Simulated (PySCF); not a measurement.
Al(Cl)(OH)(NH2) (AlClH₃NO), SMILES [NH2][Al]([OH])[Cl].

Geometry: PBE0-D3(BJ)/def2-SVP. One conformer was computed; it need not be the lowest.

Calculation: PBE0-D3(BJ)/def2-SVP (PySCF 2.14.0).

Frequencies are harmonic and unscaled.

| mode | ν (cm⁻¹) | IR (km/mol) | moving atoms (share of kinetic energy) |
|---|---|---|---|
| 1 | 177 | 4.6 | N 30 %, Cl 23 %, H 19 %, Al 17 %, O 12 % |
| 2 | 213 | 10.1 | O 42 %, H 20 %, Cl 16 %, N 12 %, Al 10 % |
| 3 | 226 | 42.2 | H 92 % |
| 4 | 255 | 59.9 | Al 62 %, O 15 %, H 10 %, N 9 % |
| 5 | 345 | 61.4 | H 93 % |
| 6 | 392 | 194.1 | H 81 %, N 18 % |
| 7 | 484 | 152.1 | H 69 %, Cl 15 %, O 9 % |
| 8 | 503 | 68.1 | Cl 32 %, H 20 %, Al 19 %, O 17 %, N 13 % |
| 9 | 661 | 42.7 | H 65 %, N 22 %, O 13 % |
| 10 | 827 | 184.4 | Al 39 %, N 33 %, H 14 %, O 13 % |
| 11 | 948 | 137.6 | Al 49 %, O 30 %, N 13 % |
| 12 | 1525 | 53.2 | H 89 %, N 11 % |
| 13 | 3626 | 35.4 | H 96 % |
| 14 | 3720 | 37.2 | H 91 %, N 9 % |
| 15 | 4010 | 109.7 | H 94 % |
